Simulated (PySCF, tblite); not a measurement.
C₆H₁₁FNP.
Numbering: `[CH3:1][NH:2][P:3]1[CH2:4][CH2:5][C:6]([CH3:7])=[C:8]1[F:9]` (hydrogens: H10, H11, H12 on C1; H13 on N2; H14, H15 on C4; H16, H17 on C5; H18, H19, H20 on C7)

Geometry (GFN2-xTB, Å), atoms numbered from 1 in this order:
```
atom  x, y, z in Å
C1     3.0620    0.2156    0.7546
N2     1.7633   -0.3866    0.4823
P3     1.0999   -0.0785   -1.0938
C4     0.0846    1.4290   -0.6545
C5    -1.1583    0.9740    0.1179
C6    -1.4367   -0.4556   -0.2407
C7    -2.7544   -1.0687    0.0923
C8    -0.4132   -1.0691   -0.8265
F9    -0.4418   -2.3641   -1.2160
H10    3.0151    1.2738    0.4996
H11    3.8886   -0.2356    0.1968
H12    3.2709    0.1242    1.8214
H13    1.8107   -1.3911    0.6397
H14   -0.2043    1.9031   -1.5959
H15    0.6842    2.1438   -0.0908
H16   -0.9835    1.0381    1.1949
H17   -2.0186    1.6056   -0.1139
H18   -2.9513   -0.9722    1.1595
H19   -2.7705   -2.1208   -0.1791
H20   -3.5520   -0.5542   -0.4433
```

Computed with PBE0/pcSseg-1 in PySCF (dipole) on a GFN2-xTB geometry, gas phase.

Take the most abundant isotopes and a rigid rotor. The values belong to one conformer with, in the numbering `[CH3:1][NH:2][P:3]1[CH2:4][CH2:5][C:6]([CH3:7])=[C:8]1[F:9]`, C1–N2–P3–C4 -93°, N2–P3–C4–C5 -75°, P3–C4–C5–C6 -24°, C4–C5–C6–C7 -165°, N2–P3–C8–C6 86°.

(1) Give the principal moments of inertia and the rotational constants in MHz.

(2) Classify the top.

(3) What does the inertial defect say?

(4) Where do the levels up to J = 5 lie, in cm⁻¹?

(5) Which lines would a microwave search look for?

## Answers

(1) Ia = 234.37, Ib = 491.09, Ic = 593.16 u·Å²; 505379 MHz·u·Å²/I gives A = 2156, B = 1029, C = 852.0 MHz.

(2) An asymmetric top; Ray's κ = -0.728.

(3) Not planar: Δ = Ic − Ia − Ib = -132.31 u·Å². For a rigid frame Δ = −2 Σ m c², so Σ m c² = 66.15 u·Å² lies off the ab plane: 13.92 from hydrogen and 52.23 from heavier atoms. The atom farthest from that plane is 1.89 Å away.

(4) Above 0(0,0):
J = 1: 1(0,1) 0.0627, 1(1,1) 0.1003, 1(1,0) 0.1063
J = 2: 2(0,2) 0.1876, 2(1,2) 0.2199, 2(1,1) 0.2377, 2(2,1) 0.3505, 2(2,0) 0.3511
J = 3: 3(0,3) 0.3733, 3(1,3) 0.3989, 3(1,2) 0.4343, 3(2,2) 0.5387, 3(2,1) 0.5419, 3(3,1) 0.7418, 3(3,0) 0.7419
J = 4: 4(0,4) 0.6183, 4(1,4) 0.6369, 4(1,3) 0.6957, 4(2,3) 0.7892, 4(2,2) 0.7984, 4(3,2) 0.9940, 4(3,1) 0.9943, 4(4,1) 1.2768, 4(4,0) 1.2768
J = 5: 5(0,5) 0.9210, 5(1,5) 0.9335, 5(1,4) 1.0209, 5(2,4) 1.1015, 5(2,3) 1.1217, 5(3,3) 1.3095, 5(3,2) 1.3107, 5(4,2) 1.5920, 5(4,1) 1.5920, 5(5,1) 1.9556, 5(5,0) 1.9556
The levels of one J sum to (2J + 1)J(J + 1)(A + B + C)/3.

(5) The dipole components are |μa| = 0.23 D, |μb| = 1.62 D, |μc| = 1.12 D. Intensities carry the squares of the components, which stand as 0.02 : 1.00 : 0.48 (a : b : c). Some lines, for components of 0.1 D or more:

```
type  branch         J(Ka,Kc)    MHz  lower level (cm⁻¹)
   a       Q  2(1,1) ← 2(1,2)    531               0.220
   c       Q  3(1,3) ← 3(0,3)    768               0.373
   a       Q  3(1,2) ← 3(1,3)   1061               0.399
   b       Q  2(1,1) ← 2(0,2)   1501               0.188
   a       R  1(0,1) ← 0(0,0)   1881               0.000
   b       R  3(1,2) ← 2(2,1)   2515               0.350
   c       Q  3(2,2) ← 3(1,2)   3129               0.434
   a       R  2(1,2) ← 1(1,1)   3585               0.100
   b       Q  4(2,3) ← 4(1,4)   4564               0.637
   b       Q  4(3,1) ← 4(2,2)   5874               0.798
   a       R  3(1,2) ← 2(1,1)   5896               0.238
   c       Q  3(3,1) ← 3(2,1)   5995               0.542
   b       Q  3(3,1) ← 3(2,2)   6090               0.539
   b       Q  4(3,2) ← 4(2,3)   6140               0.789
   a       R  4(1,4) ← 3(1,3)   7135               0.399
   b       R  2(2,1) ← 1(1,0)   7321               0.106
   c       R  2(2,0) ← 1(1,0)   7340               0.106
   c       R  2(2,1) ← 1(1,1)   7498               0.100
   a       R  4(2,2) ← 3(2,1)   7690               0.542
   a       R  4(1,3) ← 3(1,2)   7836               0.434
   b       Q  4(4,1) ← 4(3,2)   8479               0.994
   c       R  3(2,1) ← 2(1,1)   9120               0.238
   b       R  3(2,1) ← 2(1,2)   9651               0.220
   b       R  4(2,3) ← 3(1,2)  10638               0.434
   b       R  3(3,1) ← 2(2,0)  11714               0.351
```

Its GFN2-xTB frequencies are all real (lowest 56 cm⁻¹). No vibrational averaging or centrifugal distortion is included, and the geometry carries the error of its method. A rigid rotor knows nothing of inversion at nitrogen or internal rotation, which can split or shift real lines. Quadrupole hyperfine structure (14N) is left out.
